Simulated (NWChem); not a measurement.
System: C₂H₃FO₂Si; SMILES O=C1OC[Si@H]1F

Here is an NWChem input.

```
start job
memory heap 200 mb stack 900 mb global 1100 mb
geometry units angstroms noautoz
  O      1.353330    -1.837534     0.096579
  C      0.482816    -1.020330     0.000020
  O     -0.876678    -1.296355     0.192261
  C     -1.554979    -0.001618     0.070214
  Si     0.082285     0.840555    -0.421660
  F      0.656320     2.012455     0.566663
  H     -2.359419    -0.068362    -0.689670
  H     -1.993156     0.295994     1.044756
  H      0.264023     1.327664    -1.828993
end
basis spherical
  * library pcseg-1
end
dft
  xc pbe0
  iterations 150
  mulliken
end
task dft energy
```

Output (shortened):

```
             Northwest Computational Chemistry Package (NWChem) 7.3.0
             --------------------------------------------------------

 C1  symmetry detected

                             Geometry "geometry" -> ""
                             -------------------------

 Output coordinates in angstroms (scale by  1.889725989 to convert to a.u.)

  No.       Tag          Charge          X              Y              Z
 ---- ---------------- ---------- -------------- -------------- --------------
    1 O                    8.0000     1.34090384    -1.84722486     0.06200812
    2 C                    6.0000     0.47087709    -1.02711665    -0.01158945
    3 O                    8.0000    -0.88071638    -1.29292186     0.24122081
    4 C                    6.0000    -1.55757272     0.00323970     0.12649369
    5 Si                  14.0000     0.06170300     0.82888469    -0.44629360
    6 F                    9.0000     0.68160411     2.01336212     0.49836717
    7 H                    1.0000    -2.39314776    -0.07139096    -0.59824542
    8 H                    1.0000    -1.95356906     0.31863212     1.11341751
    9 H                    1.0000     0.18711193     1.29254952    -1.86762311

 Effective nuclear repulsion energy (a.u.)     291.0415643142

                                 NWChem DFT Module
                                 -----------------

 Summary of "ao basis" -> "ao basis" (spherical)
 ------------------------------------------------------------------------------
       Tag                 Description            Shells   Functions and Types
 ---------------- ------------------------------  ------  ---------------------
 O                          pcseg-1                  6       14   3s2p1d
 C                          pcseg-1                  6       14   3s2p1d
 Si                         pcseg-1                  8       18   4s3p1d
 F                          pcseg-1                  6       14   3s2p1d
 H                          pcseg-1                  3        5   2s1p

            General Information
            -------------------
          SCF calculation type: DFT
          Wavefunction type:  closed shell.
          No. of atoms     :     9
          No. of electrons :    54
           Alpha electrons :    27
            Beta electrons :    27
          Charge           :     0
          Spin multiplicity:     1
          Use of symmetry is: off; symmetry adaption is: off
          Maximum number of iterations: 150
          AO basis - number of functions:   103
                     number of shells:    47
          Convergence on energy requested:  1.00D-06
          Convergence on density requested:  1.00D-05
          Convergence on gradient requested:  5.00D-04

              XC Information
              --------------
                         PBE0 Method XC Functional
                     Hartree-Fock (Exact) Exchange  0.250
          PerdewBurkeErnzerhof Exchange Functional  0.750
            Perdew 1991 LDA Correlation Functional  1.000 local
           PerdewBurkeErnz. Correlation Functional  1.000 non-local

             Grid Information
             ----------------
          Grid used for XC integration:  medium
          Radial quadrature: Mura-Knowles
          Angular quadrature: Lebedev.
          Tag              B.-S. Rad. Rad. Pts. Rad. Cut. Ang. Pts.
          ---              ---------- --------- --------- ---------
          O                   0.60       49          11.0       434
          C                   0.70       49          10.0       434
          Si                  1.10       88           9.0       590
          F                   0.50       49          11.0       434
          H                   0.35       45          11.0       434
          Grid pruning is: on
          Number of quadrature shells:   468
          Spatial weights used:  Erf1

      Superposition of Atomic Density Guess
      -------------------------------------

 Sum of atomic energies:        -614.42578678

      Non-variational initial energy
      ------------------------------

 Total energy =    -616.680776
 1-e energy   =   -1427.190081
 2-e energy   =     519.467740
 HOMO         =      -0.326440
 LUMO         =      -0.036333

     ---------------------------------------------
      Total Density - Mulliken Population Analysis
     ---------------------------------------------

    Atom       Charge   Shell Charges
 -----------   ------   -------------------------------------------------------
    1 O    8     8.78   2.00  0.95  0.88  3.14  1.79  0.02
    2 C    6     5.20   2.00  0.78  0.52  1.44  0.36  0.11
    3 O    8     8.67   2.00  0.92  0.91  2.98  1.84  0.02
    4 C    6     6.17   2.00  0.78  0.50  1.87  0.98  0.04
    5 Si  14    12.81   2.00  2.00  0.90  0.24  5.99  1.39  0.12  0.17
    6 F    9     9.62   2.00  0.97  0.97  3.61  2.07  0.00
    7 H    1     0.83   0.69  0.12  0.02
    8 H    1     0.84   0.70  0.12  0.02
    9 H    1     1.09   0.70  0.38  0.01

   convergence    iter        energy       DeltaE   RMS-Dens  Diis-err
 ---------------- ----- ----------------- --------- --------- ---------
 d= 0,ls=0.0,diis     1   -617.1110456569 -9.08D+02  1.91D-02  1.48D+00
 d= 0,ls=0.0,diis     2   -616.7090143811  4.02D-01  1.25D-02  5.97D+00
 d= 0,ls=0.0,diis     3   -617.2695692727 -5.61D-01  3.18D-03  1.41D-01
 d= 0,ls=0.0,diis     4   -617.2763189216 -6.75D-03  1.36D-03  7.79D-02
 d= 0,ls=0.0,diis     5   -617.2835030368 -7.18D-03  2.69D-04  1.17D-03
  Resetting Diis
 d= 0,ls=0.0,diis     6   -617.2836088011 -1.06D-04  8.66D-05  1.41D-04
 d= 0,ls=0.0,diis     7   -617.2836219574 -1.32D-05  5.23D-05  1.46D-05
 d= 0,ls=0.0,diis     8   -617.2836198597  2.10D-06  3.06D-05  3.91D-05
 d= 0,ls=0.0,diis     9   -617.2836232617 -3.40D-06  5.24D-06  8.64D-07
 d= 0,ls=0.0,diis    10   -617.2836233371 -7.53D-08  1.94D-06  5.58D-08

[...]
```

Level: PBE0/pcseg-1. Structure relaxed at the PBE-D3(BJ)/def2-SVP level.
